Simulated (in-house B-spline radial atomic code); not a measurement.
## Ionising the holmium ion Ho⁺ with different functionals

Computed with an all-electron radial atomic-structure program (B-spline basis): four-component Dirac-Coulomb Hamiltonian, Fermi nucleus of rms radius 5.2022 fm, spin-restricted, spherical fractional occupations for the functionals, and exact exchange of hybrids averaged over the configuration. The ionisation energy is the difference of two self-consistent energies, [Xe] 4f11 6s1 → [Xe] 4f11, without Breit or QED terms; ε is the level of the shell that loses the electron (mean over j).

```json
{"method": "B97-1", "rung": "global hybrid", "ΔSCF (eV)": "?", "-ε(6s) (eV)": "?"}
{"method": "PBE0", "rung": "global hybrid", "ΔSCF (eV)": "?", "-ε(6s) (eV)": "?"}
{"method": "CAM-B3LYP", "rung": "range-separated hybrid", "ΔSCF (eV)": "11.95", "-ε(6s) (eV)": "10.80"}
{"method": "LC-wPBE", "rung": "range-separated hybrid", "ΔSCF (eV)": "11.48", "-ε(6s) (eV)": "11.43"}
```

What does B97-1 give?

ΔSCF 11.66 eV, and -ε(6s) = 9.48 eV.

What does PBE0 give?

ΔSCF 11.64 eV, and -ε(6s) = 9.58 eV.

Among the functionals, which spreads more, the ΔSCF values or the orbital energies?

The orbital energies: ΔSCF values span about 0.47 eV and the orbital energies 1.95 eV; here energy differences depend much less on the functional than eigenvalues do.

How do they compare with the NIST value?

NIST lists 11.78 eV ± 0.02 (semi-empirical, ground level to ground level). Errors run from -0.30 to +0.17 eV; B97-1 is closest (-0.12 eV), but part of that can be cancellation, since the calculations leave out Breit-QED terms, spin polarisation, the choice among j levels, multiplet and fine-structure energies.
